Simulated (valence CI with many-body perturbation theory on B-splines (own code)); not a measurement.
## Br³⁺: electric-dipole lines

Computed by valence CI with perturbative core correlation (CI+MBPT): four valence electrons over a frozen Dirac-Fock core [Ar] 3d10, a basis of 11 s, 11 p, 10 d, 8 f, 5 g, 2 h functions for each j, with the one-electron correlation potential Σ1, the two-electron term Σ2, the three-electron term Σ3, Breit, model QED; selected CI, second order for the rest, scaled by the run's own slope (own B-spline code, finite nucleus).

No measured levels were compared; by estimate levels hold to about 250 cm⁻¹ or 0.2 % of their energy and the worst to 1 %, as in measured heavy ions of charge 2 to 7; those with d or f electrons hold less well. Among the levels kept, up to 1600 cm⁻¹ of a level comes from second order outside the variational space, and about a tenth of that is noise between levels of different J, which matters for small intervals.

Lines 151 to 200 of 552 in falling wavelength, among levels below 320512 cm⁻¹, chosen from the strongest by gf and those to the six lowest levels. Wavelengths and rates use the calculated energies, so an error of 300 cm⁻¹ moves a line at 306.8 nm by 0.92 % and its rate by three times that or more. Electric multipoles are in the length gauge, E1 and E2 with the static RPA response of the core. Weak lines are less certain than strong ones. Lines between different terms over intervals too small for the method are left out, as are lines whose strength nearly cancels. Where a level lies close to another of its J and parity, the split of strength between their lines is uncertain. The highest levels of a list are the least certain.

Names give the largest LS component (configuration and term), which can be under half, so a name can repeat, a term be missing and a line seem to break the LS rules; names also repeat where a configuration has a term twice. Letters in brackets count levels of one name in rising energy.

| λ vac (nm) | Upper | Lower | A (s⁻¹) | S (a.u.) with core polarisation | S without |
| --- | --- | --- | --- | --- | --- |
| 306.8 | 4s²4p5p ¹S_0 | 4s²4p4d ¹P°_1 | 3.03e+08 | 4.32e+00 | 4.31e+00 |
| 306.4 | 4s4p²5p ⁵D°_2 [b] | 4s4p²5s ⁵P_2 | 4.43e+07 | 3.15e+00 | 3.18e+00 |
| 305.8 | 4s²4p5f ³F_4 | 4s²4p5d ³D°_3 | 1.72e+08 | 2.19e+01 | 2.19e+01 |
| 305.3 | 4s4p²5p ⁵D°_0 | 4s4p²5s ⁵P_1 | 2.23e+08 | 3.12e+00 | 3.16e+00 |
| 305.2 | 4s²4p5f ¹D_2 | 4s²4p5d ¹P°_1 | 2.54e+08 | 1.78e+01 | 1.79e+01 |
| 303.7 | 4s4p²5p ⁵D°_1 [a] | 4s4p²5s ⁵P_1 | 1.47e+08 | 6.08e+00 | 6.15e+00 |
| 302.9 | 4s²4p5f ¹F_3 | 4s²4p5d ³P°_2 | 3.91e+07 | 3.76e+00 | 3.76e+00 |
| 300.1 | 4s²4p5p ¹D_2 | 4s²4p4d ¹F°_3 | 1.56e+08 | 1.04e+01 | 1.04e+01 |
| 297.8 | 4s²4p5f ³F_4 | 4s²4p5d ³F°_4 | 2.61e+07 | 3.07e+00 | 3.07e+00 |
| 296.5 | 4s²4p5f ¹G_4 | 4s²4p5d ¹F°_3 | 1.92e+08 | 2.22e+01 | 2.23e+01 |
| 295.3 | 4s²4p5p ³D_2 | 4s²4p4d ³P°_1 [b] | 9.32e+07 | 5.92e+00 | 5.97e+00 |
| 294.4 | 4s²4p5p ³D_1 | 4s²4p4d ³P°_0 | 7.96e+07 | 3.01e+00 | 3.04e+00 |
| 292.7 | 4s4p²5p ⁵D°_4 | 4s4p²5s ⁵P_3 | 2.53e+08 | 2.82e+01 | 2.85e+01 |
| 292.4 | 4s²4p5f ¹D_2 | 4s²4p6s ¹P°_1 | 6.76e+07 | 4.17e+00 | 4.18e+00 |
| 292.1 | 4s²4p5p ³D_3 | 4s²4p5s ³P°_2 | 2.66e+08 | 2.29e+01 | 2.31e+01 |
| 289.7 | 4s4p²5p ⁵D°_3 | 4s4p²5s ⁵P_2 | 2.34e+08 | 1.97e+01 | 1.99e+01 |
| 289.4 | 4s4p²5p ⁵D°_2 [a] | 4s4p²5s ⁵P_1 | 1.14e+08 | 6.80e+00 | 6.88e+00 |
| 288.3 | 4s4p²5p ³D°_2 | 4s4p²5s ³P_1 | 6.48e+07 | 3.83e+00 | 3.88e+00 |
| 287.5 | 4s²4p5f ³F_2 | 4s²4p5d ³D°_1 | 4.21e+08 | 2.47e+01 | 2.47e+01 |
| 286.7 | 4s4p²5p ³D°_3 | 4s4p²5s ³P_2 | 7.24e+07 | 5.89e+00 | 5.96e+00 |
| 286.1 | 4s²4p5f ¹F_3 | 4s²4p5d ¹D°_2 | 4.90e+07 | 3.97e+00 | 3.97e+00 |
| 284.7 | 4s²4p5f ³D_2 | 4s²4p5d ³P°_1 | 2.57e+08 | 1.46e+01 | 1.47e+01 |
| 284.1 | 4s4p²4d ³D_1 [d] | 4s²4p5d ³P°_0 | 1.37e+08 | 4.65e+00 | 4.66e+00 |
| 283.1 | 4s²4p5p ³P_2 | 4s²4p5s ³P°_2 | 2.16e+08 | 1.21e+01 | 1.22e+01 |
| 281.1 | 4s4p²4d ³D_1 [d] | 4s²4p5d ³P°_1 | 1.36e+08 | 4.48e+00 | 4.49e+00 |
| 280.9 | 4s²4p5f ³D_2 | 4s²4p5d ³P°_2 | 1.23e+08 | 6.70e+00 | 6.71e+00 |
| 280.5 | 4s²4p5f ³D_3 | 4s²4p5d ³P°_2 | 3.09e+08 | 2.36e+01 | 2.36e+01 |
| 279.6 | 4s²4p5p ³D_2 | 4s²4p5s ³P°_1 | 1.42e+08 | 7.65e+00 | 7.72e+00 |
| 277.7 | 4s²4p5f ³F_3 | 4s²4p5d ³D°_2 | 4.43e+08 | 3.27e+01 | 3.28e+01 |
| 275.7 | 4s4p²5p ⁵P°_2 | 4s4p²5s ⁵P_2 | 1.60e+08 | 8.30e+00 | 8.39e+00 |
| 275.5 | 4s4p²5p ⁵P°_3 | 4s4p²5s ⁵P_3 | 2.09e+08 | 1.51e+01 | 1.53e+01 |
| 274.5 | 4s4p²4d ³D_1 [e] | 4s²4p5d ³P°_0 | 1.24e+08 | 3.81e+00 | 3.81e+00 |
| 273.7 | 4s4p²5p ⁵S°_2 | 4s4p²5s ⁵P_3 | 2.69e+08 | 1.36e+01 | 1.37e+01 |
| 273.1 | 4s²4p5p ³D_1 | 4s²4p5s ³P°_0 | 1.36e+08 | 4.11e+00 | 4.14e+00 |
| 272.2 | 4s²4p5f ³D_3 | 4s²4p5d ³D°_3 | 1.03e+08 | 7.20e+00 | 7.21e+00 |
| 271.7 | 4s4p²4d ³D_1 [e] | 4s²4p5d ³P°_1 | 1.10e+08 | 3.26e+00 | 3.27e+00 |
| 271.2 | 4s4p²5p ⁵P°_1 | 4s4p²5s ⁵P_2 | 2.72e+08 | 8.04e+00 | 8.15e+00 |
| 269.9 | 4s²4p5f ³G_4 | 4s²4p5d ¹F°_3 | 4.21e+08 | 3.68e+01 | 3.69e+01 |
| 268.4 | 4s4p²4d ¹D_2 | 4s²4p5d ¹P°_1 | 9.50e+07 | 4.54e+00 | 4.54e+00 |
| 268.0 | 4s4p²5p ³P°_1 | 4s4p²5s ³P_2 | 2.22e+08 | 6.32e+00 | 6.35e+00 |
| 267.1 | 4s²4p5p ³S_1 | 4s²4p5s ³P°_2 | 3.51e+08 | 9.90e+00 | 9.99e+00 |
| 265.3 | 4s²4p5f ¹G_4 | 4s²4p5d ³D°_3 | 1.70e+08 | 1.41e+01 | 1.41e+01 |
| 262.5 | 4s²4p5f ³F_4 | 4s²4p5d ³F°_3 | 3.68e+08 | 2.96e+01 | 2.96e+01 |
| 261.2 | 4s²4p5g ³H°_5 | 4s²4p4f ¹G_4 | 8.55e+07 | 8.27e+00 | 8.28e+00 |
| 259.9 | 4s4p²5p ⁵P°_2 | 4s4p²5s ⁵P_1 | 1.53e+08 | 6.64e+00 | 6.71e+00 |
| 259.3 | 4s²4p5f ¹G_4 | 4s²4p5d ³F°_4 | 5.08e+07 | 3.93e+00 | 3.94e+00 |
| 258.8 | 4s²4p5p ¹D_2 | 4s²4p5s ¹P°_1 | 3.12e+08 | 1.33e+01 | 1.35e+01 |
| 255.5 | 4s²4p5g ³G°_3 [a] | 4s²4p4f ³D_2 | 4.81e+07 | 2.77e+00 | 2.78e+00 |
| 255.0 | 4s4p²5p ⁵P°_3 | 4s4p²5s ⁵P_2 | 5.83e+07 | 3.34e+00 | 3.38e+00 |
| 253.8 | 4s²4p5p ³P_1 | 4s²4p5s ³P°_1 | 1.35e+08 | 3.26e+00 | 3.27e+00 |
